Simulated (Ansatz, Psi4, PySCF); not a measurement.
C2H7Cl3Si2, singlet, at a GFN2-xTB geometry, atoms displaced at random by about 0.08 Å a coordinate. Base run: HF/STO-3G, gradient run with PySCF.

Input for PySCF:
```python
from pyscf import gto, scf

mol = gto.Mole()
mol.atom = '''
    Si    3.698185   -0.672113    0.117645
    C     1.782839   -0.908620    0.067197
    C     1.082522    0.563850   -0.166394
    Si   -0.910420    0.321278    0.097097
    Cl   -1.579285    1.930181   -0.318281
    Cl   -1.316403   -1.054618   -1.486394
    Cl   -1.451141   -0.279863    1.912663
    H     4.392153   -1.808466    0.570287
    H     4.150975    0.421540    1.173406
    H     4.155345    0.101785   -1.136977
    H     1.494088   -1.208219    1.146439
    H     1.523914   -1.634481   -0.693586
    H     1.355788    1.020666    0.619398
    H     1.293936    0.753280   -1.095647
'''
mol.basis = 'sto-3g'
mol.charge = 0
mol.spin = 0
mol.verbose = 4
mol.build()

mf = scf.RHF(mol)
mf.kernel()
g = mf.nuc_grad_method()
grad = g.kernel()
```

Programs used: Ansatz (a first-principles code), Psi4, PySCF; a row that names a program was run with it.

The coordinate followed is y of atom 7.

Variants of this job, named by their change:

```csv
change,dE/dx (Eh/bohr),net force (Eh/bohr)
base,0.021205,0.000000
finite difference step (bohr) = 0.2; conv_tol = 1e-11,0.020940,-
code = ansatz,0.021204,0.000000
code = psi4,0.021208,0.000000
finite difference step (bohr) = 1e-4; conv_tol = 1e-11,0.021204,-
conv_tol = 1e-11,0.021204,0.000000
density fitting = on,0.021208,0.000000
finite difference step (bohr) = 0.05; conv_tol = 1e-11,0.021188,-
finite difference step (bohr) = 1e-3; conv_tol = 1e-11,0.021204,-
finite difference step (bohr) = 1e-5; conv_tol = 1e-11,0.021205,-
conv_tol = 1e-6,0.021202,0.000000
density fitting = on; auxbasis_response = off,0.021090,0.000812
```

The net force is zero for an exact gradient.
